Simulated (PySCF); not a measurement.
**Electron correlation in S (sulfur, neutral)**

[Ne] 3s2 3p4, high-spin 3P determinant. Calculation: PySCF 2.14, in aug-cc-pwCVDZ (6s5p3d, 36 functions); the non-relativistic Hamiltonian (point nucleus). Frozen: [Ne]; 6 electrons correlated.

| level | correlation energy (mhartree) |
| --- | --- |
| CCSD | -114.59 |
| (T) | -2.29 |
| CCSD(T) | -116.88 |
| CCSDT | -117.38 |

Diagnostics: T1 = 0.0094, D1 = 0.0302, largest double amplitude 0.046.

Task: Is a single reference adequate?

Result: Yes: T1 lies below 0.03 and no double amplitude reaches 0.07.
